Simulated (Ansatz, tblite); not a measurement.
Forces on TiS₂ at its PBE0-D4/def2-TZVP geometry. Total charge 0; singlet.

The xTB rows come from tblite. The restricted singlet is unstable towards broken spin symmetry in Hartree–Fock (as tested in another run); at PBE-D4/def2-TZVP this wasn't settled. At PBE-D4/def2-TZVP an occupied level of the charge 0 singlet lies above an empty one (by up to 0.11 eV), so this SCF solution is probably not the lowest. No other spin state of charge 0 was run. The geometry of the singlet was relaxed on an unsound state (restricted singlet whose occupied levels cross empty ones at other levels, untested at these). Another isomer (singlet) lies 1.82 eV lower at PBE0-D4/def2-TZVP; other spin states weren't run for this one.

GFN1-xTB (tblite), largest force 1.59 eV/Å:

```xyz
3
positions Å, forces eV/Å
Ti    0.026   -1.185    0.544    0.009   -0.388    0.178
S    -0.826    0.844    0.316   -1.239    0.577    0.804
S     0.800    0.340   -0.860    1.231   -0.189   -0.982
```

GFN2-xTB (tblite), largest force 2.63 eV/Å:

```
Ti 0.052 -2.388 1.096
S -1.301 1.589 0.374
S 1.249 0.799 -1.470
```

PBE-D4/def2-TZVP (Ansatz), largest force 0.34 eV/Å:

```
Ti 0.007 -0.310 0.142
S -0.104 0.186 0.002
S 0.097 0.124 -0.144
```
